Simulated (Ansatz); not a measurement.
A nudged elastic band was laid between two geometries of CH₁₀O₂Si₃ (16 atoms, charge 0, multiplicity 1).

Method: Ansatz, RKS PBE0/STO-3G.

```json
{
  "movable images": "5",
  "climbing image": "yes",
  "spring": "5.0 eV/Å²",
  "optimiser": "quadratic models (default)",
  "start path": "through a guess of the saddle point",
  "force threshold": "0.05 eV/Å",
  "iteration limit": "60",
  "end points": "relaxed"
}
```

Image 0:

```xyz
16
Properties=species:S:1:pos:R:3
C 0.734 -1.474 -2.577
Si 0.975 -0.406 -1.066
O -0.547 0.184 -0.616
Si -0.632 1.274 0.682
O -2.129 2.076 0.482
Si -0.414 0.245 2.697
H 0.307 -0.902 -3.406
H 0.063 -2.313 -2.370
H 1.691 -1.887 -2.914
H 1.565 -1.195 0.000
H 1.896 0.676 -1.364
H 0.354 2.335 0.560
H -2.810 1.323 0.445
H 0.913 -0.302 2.863
H -0.636 1.181 3.773
H -1.354 -0.839 2.858
```

Image 6:

```xyz
16
Properties=species:S:1:pos:R:3
C 1.312 -0.936 -2.142
Si 0.778 -1.390 -0.356
O -0.819 -0.348 -0.486
Si -0.527 1.108 0.457
O -1.929 2.035 0.179
Si -0.061 0.422 2.556
H 1.790 0.048 -2.218
H 0.488 -0.948 -2.869
H 2.048 -1.663 -2.504
H 0.059 -2.613 -0.786
H -1.103 -0.116 -1.429
H 0.514 1.865 -0.207
H -2.647 1.632 0.773
H 1.363 0.401 2.778
H -0.649 1.355 3.492
H -0.640 -0.875 2.805
```

Task: What changes between the two ends?

Result: Bonds broken: Si2–H11. Bonds formed: O3–H11.

Task: What energy profile does the band end with?

Result: The forces met the threshold. The highest image is number 2 of 0 to 6, 3.49 eV above the first end and 1.13 eV above the last; the last end lies 2.36 eV above the first. Beside the main top the profile has a ripple of under 15 meV (maxima at images 2, 4), which may be a very shallow well or noise. Neighbouring images differ by up to 3.5 eV, so the band resolves the path poorly. A vibrational analysis at the climbing image gives 2 clearly imaginary modes (1389i, 44i cm⁻¹): a point of higher order. A lower path may pass nearby, or the ends, which weren't checked, may share the extra mode. The orbitals stay closed-shell, which can raise the energy where a bond breaks towards radicals; this wasn't checked here. Limits of this set-up: minimal basis.

```tsv
image	path coordinate (Å)	energy (eV)	Si2–H11 (Å)	O3–H11 (Å)
0	0.00	0.00	1.45	2.60
1	2.07	0.02	1.45	2.59
2	4.14	3.49	1.57	1.32
3	6.21	2.46	2.45	1.01
4	8.27	2.47	2.45	1.01
5	10.34	2.43	2.48	1.01
6	12.41	2.36	2.51	1.01
```

Task: What is the geometry of the highest image?

Result: 
```xyz
16
Properties=species:S:1:pos:R:3
C 0.764 -1.730 -1.990
Si 1.237 0.035 -1.518
O -0.394 0.717 -0.918
Si -0.463 1.419 0.660
O -1.835 2.436 0.675
Si -0.436 -0.208 2.241
H 0.142 -1.765 -2.889
H 0.214 -2.230 -1.185
H 1.663 -2.323 -2.190
H 1.970 -0.153 -0.264
H 0.403 1.335 -1.770
H 0.641 2.343 0.840
H -2.623 1.811 0.532
H 0.876 -0.791 2.380
H -0.815 0.346 3.519
H -1.368 -1.264 1.923
```

The band took 25 iterations and roughly 11 core-minutes.

The run took 11 min on 1 thread of Intel(R) Xeon(R) Processor @ 2.70GHz, with other jobs on the host, peak memory 0.16 GiB.
